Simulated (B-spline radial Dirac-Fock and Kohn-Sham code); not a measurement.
# Dipole and non-dipole photoemission parameters of Cr 4s

System: the Cr atom, configuration [Ar] 3d5 4s1; threshold 5.76 eV (orbital energy of the model). Level of theory: Dirac-Hartree-Slater photoionisation with a Latter tail; cross sections with all multipoles, angular parameters from the dipole term and its interference with E2; a radial finite-basis atomic code.

Input of the calculation (task.json; shells as n, l, electrons):

```json
{"items": [{
  "Z": 24,
  "q": 0,
  "cfg": [[1, 0, 2], [2, 0, 2], [2, 1, 6], [3, 0, 2], [3, 1, 6], [3, 2, 5], [4, 0, 1]],
  "A": 52,
  "rrms": 3.6452,
  "do": "xps",
  "hv": [51.4, 60, 60.8, 100, 114.0, 118.0, 138.0, 311.0, 409.0, 446.0, 503.0, 524.0, 886.0, 1120.0, 1486.9, 2330.0, 2984.4, 3370.0, 3470.0, 3570.0, 4250.0, 4290.0, 4330.0, 4420.0, 4660.0, 5414.7, 6000, 8600.0, 9251.7, 15000],
  "edges": {"K": 5989.0, "L1": 696.0, "L2": 583.8, "L3": 574.1, "M1": 74.1}
}]}
```

Launch: `python xray2_run.py task.json out`

For linearly polarised light dσ/dΩ = σ/(4π) [1 + β P₂(cos θ) + (δ + γ cos²θ) sin θ cos φ], with θ from the polarisation vector and φ the angle between the beam and the projection of the electron momentum on the plane normal to the polarisation.

```
hν (eV)    σ (kb)      β       γ
   51.4      33.6  1.998   0.100
     60      29.4  1.999   0.121
   60.8      29.1  1.999   0.123
    100      17.4  1.999   0.169
    114      14.8  1.999   0.172
    118      14.1  1.999   0.172
    138      11.4  1.999   0.167
    311      3.36  2.000   0.055
    409      2.16  2.000   0.006
    446      1.87  2.000  -0.008
    503      1.53  2.000  -0.025
    524      1.42  2.000  -0.030
    886     0.551  2.000  -0.044
   1120     0.352  2.000  -0.012
 1486.9     0.202  2.000   0.063
   2330    0.0801  2.000   0.271
 2984.4    0.0469  2.000   0.434
   3370    0.0359  2.000   0.526
   3470         ?      ?       ?
   3570    0.0315  2.000   0.573
   4250    0.0212  2.000   0.724
   4290    0.0207  2.000   0.732
   4330    0.0203  2.000   0.741
   4420    0.0194  2.000   0.760
   4660    0.0171  2.000   0.811
 5414.7    0.0120  2.000   0.962
   6000   0.00940  1.999   1.072
   8600   0.00386  1.999   1.502
 9251.7   0.00321  1.999   1.599
  15000  0.000906  1.999   2.317
```

**Question.** Give the values at 3470 eV.

**Answer.** σ = 0.0336 kb, β = 2.000, γ = 0.549. For an s subshell δ is negligible.
